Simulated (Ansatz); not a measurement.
Ansatz (an electronic-structure program) job for C₃H₁₁NSi₂, SMILES [SiH3][C@@H]1CCN1[SiH3], PBE/def2-SVPD. Coordinates come from a r2SCAN-D4/def2-SVP optimisation. The structure was generated by enumeration; whether it is a known compound was not checked.

Ansatz 0.2 input:
```yaml
crystal:
  periodic: [false, false, false]
  atoms:
    - {symbol: Si, position_ang: [-2.00149788, -0.56972313, 0.59963182]}
    - {symbol: C, position_ang: [-0.53814097, 0.61942359, 0.37051037]}
    - {symbol: C, position_ang: [-0.63461952, 1.65101345, -0.79240387]}
    - {symbol: C, position_ang: [0.71723233, 1.09814785, -1.29409461]}
    - {symbol: N, position_ang: [0.62937701, 0.00309115, -0.31317351]}
    - {symbol: Si, position_ang: [1.91077078, -0.97281095, 0.33591993]}
    - {symbol: H, position_ang: [-3.16419396, 0.14841549, 1.21230825]}
    - {symbol: H, position_ang: [-1.62324020, -1.71077897, 1.48665026]}
    - {symbol: H, position_ang: [-2.40249088, -1.09798190, -0.73883684]}
    - {symbol: H, position_ang: [-0.27758571, 1.11663673, 1.33022108]}
    - {symbol: H, position_ang: [-1.46752208, 1.46627437, -1.48877360]}
    - {symbol: H, position_ang: [-0.64975939, 2.70882116, -0.49353075]}
    - {symbol: H, position_ang: [1.56417920, 1.79472372, -1.12518537]}
    - {symbol: H, position_ang: [0.75268410, 0.76527549, -2.34724572]}
    - {symbol: H, position_ang: [1.30090510, -2.07680851, 1.13355457]}
    - {symbol: H, position_ang: [2.69585032, -1.51784851, -0.81140913]}
    - {symbol: H, position_ang: [2.86888287, -0.23439933, 1.23266583]}
basis:
  gaussian:
    orbitals: def2-SVPD
hamiltonian:
  xc: {name: PBE}
```

Output:

```
WARN ansatz: RAYON_NUM_THREADS=2 ignored (pool sized by the plan → 2); use --threads N
Functional definition: PBE
integrals: 0.19 GiB planned
1842 factors; their error is unknown
mean field: 1.24 GiB planned
mean field evaluation 1: about -20501.3710 eV, gradient 6.4e1 eV
mean field evaluation 2: about -20450.5134 eV, gradient 1.5e2 eV
mean field evaluation 4: about -20511.4256 eV, gradient 1.5e1 eV
mean field evaluation 8: about -20511.9068 eV, gradient 2.4e-1 eV
mean field evaluation 16: about -20511.8200 eV, gradient 4.9e-4 eV
mean field -20511.81995219 eV, -753.7954798320 hartree, gradient 6.7e-5 eV, S^2 0.000000; 0 other end points of the search recorded, 0 dependent functions left out
reference -20511.82001052 eV, -753.7954819756 hartree; 32, 32 occupied and 184, 184 virtual orbitals, 1842 factors
Total energy: -20511.82001052 eV, -753.7954819756 hartree
```

Self-consistency was reached.

Cost: roughly 7 core-seconds.
